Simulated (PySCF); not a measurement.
PySCF input for Al(AsH2)2(H) (AlAs2H5), SMILES [AlH]([AsH2])[AsH2], TDDFT-PBE0/def2-SVPD. The structure is a stationary point at B3LYP-D3(BJ)/def2-SVP. The structure was generated by enumeration; whether it is a known compound was not checked.

```python
import numpy as np
from pyscf import gto, scf, dft, tdscf

mol = gto.M(
    atom='''
    Al   -0.00000001    0.00000000   -0.99497551
    As    2.12651524    0.06138102    0.21355072
    H     2.66935972   -1.11235231   -0.60631581
    H     1.58132073   -0.84621992    1.31815697
    As   -2.12651524   -0.06138102    0.21355072
    H    -2.66935973    1.11235231   -0.60631579
    H    -1.58132072    0.84621991    1.31815698
    H    -0.00000000   -0.00000000   -2.58334827
    ''',
    basis='def2-SVPD',
    charge=0,
    spin=0,
    symmetry=True,
    max_memory=1600,
    verbose=4,
)
mf = dft.RKS(mol, xc='pbe0').density_fit(auxbasis='def2-universal-jkfit')
mf.grids.level = 3
mf.conv_tol = 1e-9
mf.max_cycle = 100
mf.kernel()
mf.grids = dft.Grids(mol).set(level=1).build(with_non0tab=True)  # coarser grid for the response kernel
td = tdscf.TDDFT(mf)
td.singlet = True
td.nstates = 10
td.conv_tol = 1e-4
td.positive_eig_threshold = 1e-6
td.kernel(x0=td.get_init_guess(mf, 15))
td.analyze()
tt = tdscf.TDA(mf)
tt.singlet = False
tt.nstates = 4
tt.conv_tol = 1e-4
tt.positive_eig_threshold = 1e-6
tt.kernel(x0=tt.get_init_guess(mf, 9))
tt.analyze(verbose=3)
```

It prints:

```
PySCF version 2.14.0

[INPUT] verbose = 4
[INPUT] num. atoms = 8
[INPUT] num. electrons = 84
[INPUT] charge = 0
[INPUT] spin (= nelec alpha-beta = 2S) = 0
[INPUT] symmetry True subgroup None
[INPUT] Mole.unit = angstrom
[INPUT] Symbol           X                Y                Z      unit          X                Y                Z       unit  Magmom
[INPUT]  1 Al    -0.000000010000   0.000000000000  -0.994975510000 AA   -0.000000018897   0.000000000000  -1.880231214549 Bohr   0.0
[INPUT]  2 As     2.126515240000   0.061381020000   0.213550720000 AA    4.018531403314   0.115993317046   0.403552374504 Bohr   0.0
[INPUT]  3 H      2.669359720000  -1.112352310000  -0.606315810000 AA    5.044358798746  -2.102041219927  -1.145770825894 Bohr   0.0
[INPUT]  4 H      1.581320730000  -0.846219920000   1.318156970000 AA    2.988263094797  -1.599123889951   2.490955662487 Bohr   0.0
[INPUT]  5 As    -2.126515240000  -0.061381020000   0.213550720000 AA   -4.018531403314  -0.115993317046   0.403552374504 Bohr   0.0
[INPUT]  6 H     -2.669359730000   1.112352310000  -0.606315790000 AA   -5.044358817643   2.102041219927  -1.145770788099 Bohr   0.0
[INPUT]  7 H     -1.581320720000   0.846219910000   1.318156980000 AA   -2.988263075900   1.599123871054   2.490955681384 Bohr   0.0
[INPUT]  8 H      0.000000000000   0.000000000000  -2.583348270000 AA    0.000000000000   0.000000000000  -4.881820714669 Bohr   0.0

nuclear repulsion = 407.66770541966
point group symmetry = C2
symmetry origin: [-2.92457630e-09 -2.24967397e-10 -6.74902155e-10]
symmetry axis x: [ 1.00000000e+00 -1.83757982e-09  2.72873375e-10]
symmetry axis y: [-1.83757983e-09 -1.00000000e+00  7.75284524e-10]
symmetry axis z: [-2.72873374e-10  7.75284477e-10  1.00000000e+00]
num. orbitals of irrep A = 72
num. orbitals of irrep B = 68
number of shells = 58
number of NR pGTOs = 252
number of NR cGTOs = 140
basis = def2-SVPD
ecp = {}


[settings echo left out]
init E= -4714.30532839895
HOMO (B) = -0.271038742615791  LUMO (B) = -0.087393181406398  gap/eV = 4.99725
cycle= 1 E= -4715.89810592269  delta_E= -1.59  |g|= 0.265  |ddm|= 3.01
HOMO (B) = -0.244520163968515  LUMO (B) = -0.0727217567231286  gap/eV = 4.67487
cycle= 2 E= -4715.90459133232  delta_E= -0.00649  |g|= 0.172  |ddm|= 0.685
HOMO (B) = -0.252711282617266  LUMO (B) = -0.0564662256364952  gap/eV = 5.34010
cycle= 3 E= -4715.91356599156  delta_E= -0.00897  |g|= 0.0471  |ddm|= 0.36
HOMO (B) = -0.253815610066788  LUMO (B) = -0.0622761464783803  gap/eV = 5.21205
cycle= 4 E= -4715.91437382494  delta_E= -0.000808  |g|= 0.0065  |ddm|= 0.0849
HOMO (B) = -0.254372746353317  LUMO (B) = -0.0621941461176729  gap/eV = 5.22945
cycle= 5 E= -4715.91438192109  delta_E= -8.1e-06  |g|= 0.00167  |ddm|= 0.0141
HOMO (B) = -0.254176799352498  LUMO (B) = -0.0619964512585791  gap/eV = 5.22949
cycle= 6 E= -4715.91438261509  delta_E= -6.94e-07  |g|= 0.000293  |ddm|= 0.00355
HOMO (B) = -0.254215574439625  LUMO (B) = -0.0620144483162526  gap/eV = 5.23006
cycle= 7 E= -4715.91438264251  delta_E= -2.74e-08  |g|= 6.94e-05  |ddm|= 0.000669
HOMO (B) = -0.254206467173918  LUMO (B) = -0.0620061366888396  gap/eV = 5.23004
cycle= 8 E= -4715.91438264457  delta_E= -2.06e-09  |g|= 1.22e-05  |ddm|= 0.000163
HOMO (B) = -0.254206115727702  LUMO (B) = -0.0620071530799682  gap/eV = 5.23000
cycle= 9 E= -4715.91438264465  delta_E= -8.37e-11  |g|= 2.84e-06  |ddm|= 2.76e-05
HOMO (B) = -0.254206538258869  LUMO (B) = -0.0620074457875202  gap/eV = 5.23000
Extra cycle  E= -4715.91438264465  delta_E= 9.09e-13  |g|= 2.35e-06  |ddm|= 1.1e-05
converged SCF energy = -4715.91438264465
tot grids = 33376
Overwritten attributes  positive_eig_threshold  of <class 'pyscf.tdscf.rks.TDDFT'>


******** <class 'pyscf.tdscf.rks.TDDFT'> for <class 'pyscf.df.df_jk.DFSymAdaptedRKS'> ********
nstates = 10 singlet
deg_eia_thresh = 1.000e-03
wfnsym = None
conv_tol = 0.0001
eigh lindep = 1e-12
eigh level_shift = 0
eigh max_cycle = 100


Excitation energies (eV)
[4.04556705 4.67929565 5.44233727 5.5811664  5.66420375 5.8482495
 5.94833046 6.15051337 6.16606743 6.41048083]

** Singlet excitation energies and oscillator strengths **
Excited State   1:    A      4.04557 eV    306.47 nm  f=0.0034
      42 -> 43       -0.70096
Excited State   2:    B      4.67930 eV    264.96 nm  f=0.0082
      40 -> 43        0.13327
      41 -> 43        0.68241
      42 -> 44        0.10005
Excited State   3:    B      5.44234 eV    227.81 nm  f=0.1291
      40 -> 43       -0.35736
      42 -> 44        0.58901
Excited State   4:    A      5.58117 eV    222.15 nm  f=0.0003
      41 -> 47       -0.10574
      42 -> 45       -0.68148
Excited State   5:    B      5.66420 eV    218.89 nm  f=0.0605
      40 -> 43        0.50210
      41 -> 43       -0.10156
      42 -> 44        0.26062
      42 -> 46        0.40160
Excited State   6:    B      5.84825 eV    212.00 nm  f=0.0058
      40 -> 43       -0.17399
      41 -> 45        0.36386
      42 -> 46        0.29903
      42 -> 47        0.49032
Excited State   7:    A      5.94833 eV    208.44 nm  f=0.0102
      39 -> 43        0.48369
      41 -> 44        0.48864
      42 -> 48        0.13488
Excited State   8:    A      6.15051 eV    201.58 nm  f=0.0250
      39 -> 43       -0.43301
      41 -> 44        0.38264
      41 -> 46        0.29574
      42 -> 48        0.21614
Excited State   9:    B      6.16607 eV    201.07 nm  f=0.3006
      40 -> 43        0.22853
      41 -> 43       -0.10681
      41 -> 45       -0.11051
      42 -> 44        0.20531
      42 -> 46       -0.41714
      42 -> 47        0.43458
Excited State  10:    A      6.41048 eV    193.41 nm  f=0.0000
      39 -> 43       -0.13307
      41 -> 44        0.28778
      41 -> 46       -0.14778
      42 -> 48       -0.60165

** Transition electric dipole moments (AU) **
state          X           Y           Z        Dip. S.      Osc.
  1         0.0000     -0.0000      0.1842      0.0339      0.0034
  2        -0.2597     -0.0625      0.0000      0.0714      0.0082
  3         0.9460      0.2702      0.0000      0.9680      0.1291
  4         0.0000     -0.0000      0.0496      0.0025      0.0003
  5         0.5873      0.3019      0.0000      0.4361      0.0605
  6        -0.0469      0.1961     -0.0000      0.0407      0.0058
  7        -0.0000     -0.0000      0.2647      0.0701      0.0102
  8         0.0000     -0.0000      0.4072      0.1658      0.0250
  9         1.4099     -0.0452      0.0000      1.9898      0.3006
 10         0.0000      0.0000     -0.0099      0.0001      0.0000

** Transition velocity dipole moments (imaginary part, AU) **
state          X           Y           Z        Dip. S.      Osc.
  1         0.0000     -0.0000      0.0267      0.0007      0.0032
  2        -0.0438     -0.0111     -0.0000      0.0020      0.0079
  3         0.1921      0.0584     -0.0000      0.0403      0.1343
  4         0.0000      0.0000      0.0105      0.0001      0.0004
  5         0.1241      0.0676     -0.0000      0.0200      0.0639
  6        -0.0090      0.0442      0.0000      0.0020      0.0063
  7         0.0000      0.0000      0.0584      0.0034      0.0104
  8        -0.0000     -0.0000      0.0928      0.0086      0.0254
  9         0.3230     -0.0124     -0.0000      0.1045      0.3075
 10         0.0000      0.0000     -0.0053      0.0000      0.0001

** Transition magnetic dipole moments (imaginary part, AU) **
state          X           Y           Z
  1        -0.0000      0.0000     -1.2617
  2        -1.0192     -0.1192     -0.0000
  3         0.4397      0.3156     -0.0000
  4         0.0000     -0.0000      0.1131
  5        -0.4282      0.0474     -0.0000
  6         0.3974     -0.4841      0.0000
  7         0.0000      0.0000     -0.9720
  8        -0.0000      0.0000     -0.6238
  9        -0.2317      0.8075     -0.0000
 10         0.0000      0.0000      0.1704
Overwritten attributes  positive_eig_threshold  of <class 'pyscf.tdscf.rks.TDA'>


******** <class 'pyscf.tdscf.rks.TDA'> for <class 'pyscf.df.df_jk.DFSymAdaptedRKS'> ********
nstates = 4 triplet
deg_eia_thresh = 1.000e-03
wfnsym = None
conv_tol = 0.0001
eigh lindep = 1e-12
eigh level_shift = 0
eigh max_cycle = 100


Excitation energies (eV)
[3.56920561 4.12553644 4.81109924 5.16269081]

** Triplet excitation energies and oscillator strengths **
Excited State   1:    A      3.56921 eV    347.37 nm  f=0.0000
Excited State   2:    B      4.12554 eV    300.53 nm  f=0.0000
Excited State   3:    B      4.81110 eV    257.70 nm  f=0.0000
Excited State   4:    A      5.16269 eV    240.15 nm  f=0.0000
```

The calculation finished and met its thresholds.
